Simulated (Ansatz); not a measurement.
C2H7AlSSi, SMILES `[AlH2][C@H]1C[Si@@H]1S` at its PBE0-D4/def2-TZVP geometry, where that method's forces vanish. Charge 0, multiplicity 1.

```xyz
12

Al    0.5729    1.2049   -1.7581
C     0.2137    0.8707    0.0916
C    -1.1212    0.4186    0.7153
Si   -0.0071   -0.9794    0.3065
S     1.1962   -1.9055    1.7813
H     2.0284    1.6712   -2.1835
H    -0.5565    0.8983   -2.8337
H     0.9376    1.2621    0.8060
H    -1.2601    0.6636    1.7637
H    -2.0162    0.5710    0.1185
H    -0.2950   -1.8055   -0.8868
H     0.3071   -2.8701    2.0792
```

Q: What forces (eV/Å) does ωB97M-V/def2-TZVPP give on these atoms in the Gaussian-basis code of Ansatz? (Best estimate.)

A: Ansatz gave: 
```
Al1  0.017  0.038 -0.094
C2   0.244  0.016 -0.085
C3  -0.208 -0.114  0.089
Si4 -0.089  0.017 -0.136
S5  -0.035 -0.094  0.063
H6  -0.148 -0.046  0.039
H7   0.108  0.026  0.104
H8  -0.063 -0.022 -0.050
H9   0.010 -0.009 -0.088
H10  0.073  0.013  0.052
H11  0.032  0.095  0.137
H12  0.058  0.081 -0.031
```
